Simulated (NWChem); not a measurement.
# HgI2; SMILES [I][Hg][I]

```xyz
3

Hg     0.0000     0.0000     0.0000
I      0.0000     0.0000     2.6077
I      0.0000     0.0000    -2.6077
```
Atoms are numbered in this order, from 1.

Results from NWChem. Geometry: optimised at PBE0/def2-SVP. def2 effective core potentials on I, Hg; no spin-orbit coupling.

For level LC-wPBE (HJS exchange hole, range parameter 0.4 per bohr)/def2-SVP:

```yaml
highest occupied level (eV): -10.28
orbital gap (eV): 9.38
```

Task: How do the values read with level OLYP/def2-SVP instead?

Result: 
- highest occupied level (eV) = -6.31
- orbital gap (eV) = 2.99
